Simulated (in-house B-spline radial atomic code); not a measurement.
# RPA and G0W0 on TPSS: Ar³⁺

Configuration [Ne] 3s2 3p3, highest spin, mean-field start TPSS. Computed with an all-electron radial atomic-structure program (B-spline basis): all electrons, non-relativistic, point nucleus, each spin shell either full or empty, empty states to l = 9 with an (l + 1/2)⁻⁴ tail; G0W0 by contour deformation at full frequency.

Command:
```bash
python run_gw.py task.json out
```
Settings (radii: box in bohr, nucleus in fm):
```
Z                        18
electrons                15
configuration            [Ne] 3s2 3p3
hamiltonian              nr
method                   tpss,tpss
lmax                     9
spin_polarised           True
box_radius               14.14
intervals                49
```

Run time, properties included: 2.2 s on 1 thread of Arm Neoverse N1, on a shared host.

Energies (hartree):

| term | value |
| --- | --- |
| mean-field total | -524.47960 |
| Hartree-Fock functional on these orbitals | -523.86002 |
| direct second order | -1.0484 |
| second-order exchange | 0.38282 |
| SOSEX correction | 0.34407 |

Question: What is the RPA correlation energy, and what remains with SOSEX?

Answer: RPA gives -0.91129 hartree (-1.65 eV per electron); RPA + SOSEX gives -0.56722, and the second-order doubles -0.66563 hartree (no singles). SOSEX takes back 38 % of the RPA value.

Quasi-particle levels (eV):

```
  level  occupied  mean field  Σx - vxc     Σc  QP weight    G0W0
  3p up       yes      -51.88     -7.23      ?          ?       ?
3s down       yes      -62.31     -5.00  -2.45      0.937  -69.76
3p down        no      -46.87      8.88  -3.23      0.933  -41.21
```

G0W0 = mean field + (Σx - vxc) + Σc, with Σc (partial-wave tail included) taken at the quasi-particle energy. Only the outer levels were computed. Levels of low weight are left out.

Question: Where does G0W0 put 3p up?

Answer: At -59.14 eV, with Σc = -0.04 eV and a quasi-particle weight of 0.931. The tabulated removal energy is 59.58 ± 0.18 eV (NIST, semi-empirical); the calculation leaves out relativity, Breit and QED terms, and what these don't explain is the method's own error.
